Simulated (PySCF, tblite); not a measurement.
Compound: C6H13BFN.
SMILES with atom numbers: `[CH:1]#[C:2][CH2:3][C:4]([CH3:5])([CH3:6])[B@@H-:7]([NH3+:8])[F:9]` (hydrogens: H10 on C1; H11, H12 on C3; H13, H14, H15 on C5; H16, H17, H18 on C6; H19 on B7; H20, H21, H22 on N8)

Jobs on this species (22 atoms, 70 electrons) with PySCF (density fitting) and tblite. Hardware of each: one thread of an Arm Neoverse V2, no GPU, on a shared host. Times come from a shared host and carry two figures at best.

Problem. Rank these jobs by wall time, shortest first.
A. GFN2-xTB; Hessian by finite differences
B. GFN2-xTB; L-BFGS relaxation
C. PBE0/pcSseg-1; shieldings, charges and field gradients; 218 basis functions

Solution. A (0.7 s), B (1.2 s), C (39 s).

All jobs:

| level and settings | work | basis functions | SCF cycles | wall time |
| --- | --- | --- | --- | --- |
| GFN2-xTB | Hessian by finite differences | – | – | 0.7 s |
| GFN2-xTB | L-BFGS relaxation | – | – | 1.2 s |
| PBE0/pcSseg-1 | shieldings, charges and field gradients | 218 | 14 | 39 s |

Problem. What do all jobs in the table cost together?

Solution. About 41 s; the longest takes about 95 % of that, and about 56 times as long as the shortest.
